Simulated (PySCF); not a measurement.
A series of related molecules.

All values: PBE0/pcSseg-1 (PySCF) at GFN2-xTB geometries, gas phase, one conformer each.

Problem. Rank by the lowest Hirshfeld charge on any atom, lowest value first.
A. `F/C(=C\[SiH3])[Si@@H](Cl)CC(Cl)Cl`
B. `CC#CC[Si@H](Cl)/C(F)=C/[SiH3]`
C. `C[Si@H](Cl)/C(F)=C\[SiH3]`

Solution. C (-0.210 e), A (-0.176 e), B (-0.165 e).

Problem. Rank by the lowest IAO charge on any atom, lowest value first.
A. `F/C(=C/[SiH3])[Si@H](Cl)CCCl`
B. `C(/[SiH3])=C(\F)[Si@H](C)Cl`
C. `C#CC[Si@@H](Cl)/C(F)=C/[SiH3]`
D. `FC[Si@@H](Cl)/C(F)=C/[SiH3]`

Solution. B (-0.724 e), C (-0.560 e), A (-0.543 e), D (-0.458 e).

All values together:

```tsv
SMILES	change	formula	μ (D)	HOMO (eV)	LUMO (eV)	lowest IAO charge (e)	highest IAO charge (e)	lowest Hirshfeld charge (e)	highest Hirshfeld charge (e)
C[Si@H](Cl)/C(F)=C\[SiH3]	parent	C3H8ClFSi2	1.56	-7.81	-1.00	-0.724 (C)	+0.927 (Si)	-0.210 (C)	+0.373 (Si)
CC#CC[Si@H](Cl)/C(F)=C/[SiH3]	H on C replaced by propynyl	C6H10ClFSi2	0.87	-7.18	-0.97	-0.557 (C)	+0.949 (Si)	-0.165 (C)	+0.373 (Si)
CCC[Si@@H](Cl)/C(F)=C/[SiH3]	H on C replaced by C2H5	C5H12ClFSi2	1.29	-7.79	-1.07	-0.542 (C)	+0.923 (Si)	-0.164 (C)	+0.366 (Si)
F/C(=C/[SiH3])[Si@H](Cl)CCCl	H on C replaced by CH2Cl	C4H9Cl2FSi2	1.22	-7.88	-1.08	-0.543 (C)	+0.904 (Si)	-0.166 (C)	+0.351 (Si)
F/C(=C\[SiH3])[Si@@H](Cl)CC(Cl)Cl	H on C replaced by CHCl2	C4H8Cl3FSi2	1.90	-8.06	-1.35	-0.551 (C)	+0.917 (Si)	-0.176 (C)	+0.356 (Si)
C#CC[Si@@H](Cl)/C(F)=C/[SiH3]	H on C replaced by ethynyl	C5H8ClFSi2	1.47	-7.69	-1.26	-0.560 (C)	+0.948 (Si)	-0.162 (C)	+0.378 (Si)
F/C(=C/[SiH3])[Si@@H](Cl)CCl	H on C replaced by Cl	C3H7Cl2FSi2	2.02	-8.08	-1.28	-0.532 (C)	+0.924 (Si)	-0.160 (C)	+0.355 (Si)
FC[Si@@H](Cl)/C(F)=C/[SiH3]	H on C replaced by F	C3H7ClF2Si2	2.00	-8.08	-1.28	-0.458 (C)	+0.920 (Si)	-0.159 (C)	+0.363 (Si)
F/C(=C\[SiH3])[Si@H](Cl)CC[SiH3]	H on C replaced by CH2SiH3	C4H12ClFSi3	0.64	-7.76	-0.88	-0.537 (C)	+0.926 (Si)	-0.167 (C)	+0.366 (Si)
CC[Si@H](Cl)/C(F)=C/[SiH3]	H on C replaced by CH3	C4H10ClFSi2	2.69	-7.88	-1.07	-0.546 (C)	+0.924 (Si)	-0.163 (C)	+0.364 (Si)
C=CC[Si@H](Cl)/C(F)=C/[SiH3]	H on C replaced by vinyl	C5H10ClFSi2	0.60	-7.41	-0.84	-0.547 (C)	+0.934 (Si)	-0.166 (C)	+0.367 (Si)
```

Conformers: `[CH3:1][Si@H:2]([Cl:3])/[C:4]([F:5])=[CH:6]\[SiH3:7]` with C1–Si2–C4–F5 -104°; `[CH3:1][C:2]#[C:3][CH2:4][Si@H:5]([Cl:6])/[C:7]([F:8])=[CH:9]/[SiH3:10]` with C3–C4–Si5–Cl6 -71°, C4–Si5–C7–F8 -58°; `[CH3:1][CH2:2][CH2:3][Si@@H:4]([Cl:5])/[C:6]([F:7])=[CH:8]/[SiH3:9]` with C1–C2–C3–Si4 180°, C2–C3–Si4–Cl5 176°, C3–Si4–C6–F7 6°; `[F:1]/[C:2](=[CH:3]/[SiH3:4])[Si@H:5]([Cl:6])[CH2:7][CH2:8][Cl:9]` with F1–C2–Si5–Cl6 128°, C2–Si5–C7–C8 168°, Si5–C7–C8–Cl9 58°; `[F:1]/[C:2](=[CH:3]\[SiH3:4])[Si@@H:5]([Cl:6])[CH2:7][CH:8]([Cl:9])[Cl:10]` with F1–C2–Si5–Cl6 -118°, C2–Si5–C7–C8 -165°, Si5–C7–C8–Cl9 -57°; `[CH:1]#[C:2][CH2:3][Si@@H:4]([Cl:5])/[C:6]([F:7])=[CH:8]/[SiH3:9]` with C2–C3–Si4–Cl5 62°, C3–Si4–C6–F7 125°; `[F:1]/[C:2](=[CH:3]/[SiH3:4])[Si@@H:5]([Cl:6])[CH2:7][Cl:8]` with F1–C2–Si5–Cl6 -125°, C2–Si5–C7–Cl8 174°; `[F:1][CH2:2][Si@@H:3]([Cl:4])/[C:5]([F:6])=[CH:7]/[SiH3:8]` with F1–C2–Si3–Cl4 69°, C2–Si3–C5–F6 -13°; `[F:1]/[C:2](=[CH:3]\[SiH3:4])[Si@H:5]([Cl:6])[CH2:7][CH2:8][SiH3:9]` with F1–C2–Si5–Cl6 -179°, C2–Si5–C7–C8 178°, Si5–C7–C8–Si9 -179°; `[CH3:1][CH2:2][Si@H:3]([Cl:4])/[C:5]([F:6])=[CH:7]/[SiH3:8]` with C1–C2–Si3–Cl4 -58°, C2–Si3–C5–F6 -168°; `[CH2:1]=[CH:2][CH2:3][Si@H:4]([Cl:5])/[C:6]([F:7])=[CH:8]/[SiH3:9]` with C1–C2–C3–Si4 -107°, C2–C3–Si4–Cl5 -61°, C3–Si4–C6–F7 -63°.

Problem. Give the shifts from the parent, `C[Si@H](Cl)/C(F)=C\[SiH3]`.

Solution. 
```tsv
SMILES	change in μ (D)	change in HOMO (eV)	change in LUMO (eV)
CC#CC[Si@H](Cl)/C(F)=C/[SiH3]	-0.69	+0.63	+0.03
CCC[Si@@H](Cl)/C(F)=C/[SiH3]	-0.27	+0.02	-0.07
F/C(=C/[SiH3])[Si@H](Cl)CCCl	-0.34	-0.07	-0.08
F/C(=C\[SiH3])[Si@@H](Cl)CC(Cl)Cl	+0.34	-0.25	-0.35
C#CC[Si@@H](Cl)/C(F)=C/[SiH3]	-0.09	+0.12	-0.26
F/C(=C/[SiH3])[Si@@H](Cl)CCl	+0.46	-0.27	-0.28
FC[Si@@H](Cl)/C(F)=C/[SiH3]	+0.44	-0.27	-0.28
F/C(=C\[SiH3])[Si@H](Cl)CC[SiH3]	-0.92	+0.05	+0.12
CC[Si@H](Cl)/C(F)=C/[SiH3]	+1.13	-0.07	-0.07
C=CC[Si@H](Cl)/C(F)=C/[SiH3]	-0.96	+0.40	+0.16
```
